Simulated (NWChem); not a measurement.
Atomisation of C2H3ClO2Si

```xyz
9

O     -2.4998     1.3112     0.0138
C     -1.4563     0.7486     0.1948
C     -1.1294    -0.6457     0.7818
Si     0.6500    -0.0961     0.5172
Cl     1.7350    -1.0633    -0.9456
O     -0.2019     1.2909    -0.0903
H     -1.4972    -1.4666     0.1343
H     -1.5299    -0.7889     1.8044
H      1.5601     0.2432     1.6480
```
Charge 0, spin multiplicity 1.

Everything below was run with NWChem. Structure: optimised with PBE/def2-SVP, a minimum by its harmonic frequencies. It is one conformer; others weren't searched.

Basis set: def2-SVP. The atomisation energy is electronic alone: no zero-point, thermal, spin-orbit or counterpoise terms. No value is extrapolated to the basis-set limit. Free atoms are single determinants with multiplicities O 3, C 3, Si 3, Cl 2, H 2. Correlated methods freeze the same cores in atoms and molecule, 14 orbitals in all.

B3LYP has NWChem's definition, with VWN1-RPA local correlation. The structure started from a generated list of species. No SCF solution was tested for a lower state. Open-shell Hartree-Fock references start from PBE0 orbitals.

Order these methods by the atomisation energy they give, lowest first: CAM-B3LYP, MP2, PBE0, B3LYP, LC-wPBE (omega 0.3 per bohr), PBE.

MP2 (878.1 kcal/mol), B3LYP (896.5 kcal/mol), CAM-B3LYP (905.5 kcal/mol), PBE0 (911.1 kcal/mol), LC-wPBE (omega 0.3 per bohr) (925.4 kcal/mol), PBE (941.5 kcal/mol)
